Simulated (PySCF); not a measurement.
A structure optimised at PBE0-D3(BJ)/def2-SVP, used in a PySCF frequency run:

```
Ge
F 1 1.7344
O 1 1.7504 2 110.32
H 3 0.9645 1 112.02 2 -85.53
O 1 1.7548 2 107.83 3 -114.40
H 5 0.9637 1 112.63 2 -65.18
N 1 1.7971 2 104.59 5 -122.78
H 7 1.0156 1 115.33 2 -153.86
H 7 1.0161 8 110.04 1 -130.14
```
Charge 0, spin multiplicity 1.

Q: Write its SMILES and formula.

A: [NH2][Ge]([OH])([OH])[F], FGeH₄NO₂

Q: What are its rotational constants (standard atomic weights)?

A: 3.6268, 3.3568, 3.2521 GHz
